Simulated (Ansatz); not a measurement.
Cost and result for the atomization energy of C2H9AlSi2 (`C[SiH2][SiH]1[CH2][AlH]1`) (14 atoms, 14 bonds).

Z-matrix (Å, degrees):
```
C
Si 1 1.879
H 1 1.092 2 110.7
H 1 1.092 2 110.6 3 -119.7
H 1 1.093 2 110.8 3 120.2
Si 2 2.326 1 113.8 3 56.7
H 2 1.495 1 109.4 3 -61.9
H 2 1.491 1 110.0 3 -179.3
Al 6 2.325 2 116.7 1 -133.3
C 6 1.941 2 111.6 1 -74.5
H 6 1.492 2 113.8 1 59.1
H 9 1.581 6 164.7 2 -79.8
H 10 1.090 6 118.3 2 16.4
H 10 1.096 6 112.3 2 144.8
```

Total charge 0; spin multiplicity 1. The structure was optimised at the PBE0-D4/def2-TZVP level. It is one conformer, not always the lowest. Program: Ansatz. All runs use 4 threads of an Arm Neoverse V1 on a shared host. Times are those of one run each, without the atoms' runs, and a repeat can differ threefold. Electronic energies, without spin–orbit coupling; frozen cores. CCSD(T)/CBS adds CCSD(T) − MP2 in def2-TZVPP to the MP2 limit, and its time is that of the two runs behind it. T1 = 0.013. B3LYP takes the VWN-RPA correlation (the form of Gaussian; ORCA's B3LYP/G).

CCSD(T)/CBS is a level of theory with its own doubt, some kJ/mol a heavy atom from the limit and from the frozen cores, so smaller differences don't rank the functionals.

```json
{"level": "PBE-D4/def2-TZVPP (with forces)", "functions": "314", "wall time": "3.9 s", "atomization (kJ/mol)": "4588.2", "difference from CCSD(T)/CBS": "22.2", "per bond": "1.6"}
{"level": "PBE0-D4/def2-TZVPP", "functions": "314", "wall time": "5 s", "atomization (kJ/mol)": "4561.6", "difference from CCSD(T)/CBS": "-4.4", "per bond": "-0.3"}
{"level": "r2SCAN-D4/def2-TZVPP (with forces)", "functions": "314", "wall time": "7.5 s", "atomization (kJ/mol)": "4588.1", "difference from CCSD(T)/CBS": "22.1", "per bond": "1.6"}
{"level": "B3LYP-D4/def2-TZVPP (with forces)", "functions": "314", "wall time": "8 s", "atomization (kJ/mol)": "4552.9", "difference from CCSD(T)/CBS": "-13.1", "per bond": "-0.9"}
{"level": "B2PLYP/def2-TZVPP", "functions": "314", "wall time": "9 s", "atomization (kJ/mol)": "4494.5", "difference from CCSD(T)/CBS": "-71.5", "per bond": "-5.1"}
{"level": "ωB97X-V/def2-TZVPP", "functions": "314", "wall time": "13 s", "atomization (kJ/mol)": "4592.6", "difference from CCSD(T)/CBS": "26.6", "per bond": "1.9"}
{"level": "ωB97M-V/def2-TZVPP (with forces)", "functions": "314", "wall time": "20 s", "atomization (kJ/mol)": "4568.8", "difference from CCSD(T)/CBS": "2.8", "per bond": "0.2"}
{"level": "MP2/def2-QZVPP", "functions": "594", "wall time": "37 s", "atomization (kJ/mol)": "4526.5", "difference from CCSD(T)/CBS": "-39.5", "per bond": "-2.8"}
{"level": "CCSD(T)/def2-TZVPP", "functions": "314", "wall time": "14 min", "atomization (kJ/mol)": "4453.4", "difference from CCSD(T)/CBS": "-112.6", "per bond": "-8.0"}
{"level": "CCSD(T)/CBS(def2)", "functions": "–", "wall time": "15 min", "atomization (kJ/mol)": "4566.0", "difference from CCSD(T)/CBS": "0.0", "per bond": "0.0"}
```

The D4 term adds +53.1 kJ/mol with B3LYP and +28.3 kJ/mol with PBE0; it sums over pairs of atoms, weighted by their polarisabilities, and B3LYP, whose exchange is more repulsive, gets the larger term. In def2-TZVPP, CCSD(T) changes the Hartree–Fock value by +1028.5 kJ/mol (the triples alone add +55.9 kJ/mol) and MP2 by +1035.1 kJ/mol; breaking electron pairs costs correlation energy, which Hartree–Fock lacks. From PBE to PBE0 (25 % exact exchange), in def2-TZVPP and without D4, the atomization energy moves by −22.1 kJ/mol: exact exchange takes away binding that semilocal exchange gives to molecules.
